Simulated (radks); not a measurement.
Results of a calculation; reference values are marked as such.
Problem. Ionisation ladder of osmium, from Os I to Os VII. Each ion is in the ground configuration listed by NIST, and IE = E(next ion) - E(this ion). Code: a radial shooting solver on a logarithmic mesh with Libxc functionals. Model: scalar-relativistic Kohn-Sham, r2SCAN, spin-unpolarised, spherical densities, finite nucleus; meta-GGA in the generalised Kohn-Sham scheme; Fermi nuclear charge, rms radius 5.4126 fm.

species      configuration  IE, Delta-SCF (eV)  <r> HOMO (bohr)
Os I     [Xe] 4f14 5d6 6s2                   ?             2.97
Os II    [Xe] 4f14 5d6 6s1              16.596             2.77
Os III       [Xe] 4f14 5d6                   ?             1.68
Os IV        [Xe] 4f14 5d5              41.445             1.60
Os V         [Xe] 4f14 5d4                   ?             1.53
Os VI        [Xe] 4f14 5d3              69.480             1.47
Os VII       [Xe] 4f14 5d2              84.624             1.42

Estimate the withheld Delta-SCF values.

Solution. Os I: 9.643 eV (NIST 8.438); Os III: 28.833 eV (NIST 25); Os V: 55.046 eV (NIST 55).

Beside tabulated values, note that spin-unpolarised runs miss the spin-polarisation part of the exchange energy of open shells.
